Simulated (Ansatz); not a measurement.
CH₅AlOS, SMILES `[OH][AlH][CH2]S`, relaxed with RKS PBE0-D4/def2-TZVP in Ansatz from a PBE-D4/def2-SVP geometry. The force threshold is 0.005 eV/Å; the program also tests the step.

The species carries charge 0 and has multiplicity 1.

Start:

```xyz
9

O     0.701    0.648    2.089
Al   -0.275    1.067    0.737
C    -0.310   -0.105   -0.861
S     0.302   -1.761   -0.387
H     1.238   -0.162    2.106
H    -1.081    2.433    0.864
H    -1.332   -0.152   -1.298
H     0.354    0.360   -1.625
H     0.403   -2.327   -1.626
```

Task: By how much does the energy fall, and how many steps does the optimiser take? (An estimate is asked.)

Result: Ansatz gave: 1.07 kcal/mol, in 23 steps, 2 of them rejected.

Task: Which bonds change most? (An estimate is asked.)

Result: The calculation gave: O1–Al2 from 1.719 to 1.692 Å; C3–S4 from 1.828 to 1.801 Å; S4–H9 from 1.366 to 1.345 Å; C3–H8 from 1.114 to 1.095 Å.

Task: Give the relaxed structure. (Estimate.)

Result: The calculation gave: 
```xyz
9

O     0.613    0.606    2.121
Al   -0.207    1.079    0.719
C    -0.303   -0.111   -0.842
S     0.560   -1.652   -0.491
H     1.056   -0.237    2.214
H    -0.883    2.504    0.724
H    -1.355   -0.298   -1.081
H     0.143    0.399   -1.702
H     0.377   -2.291   -1.660
```
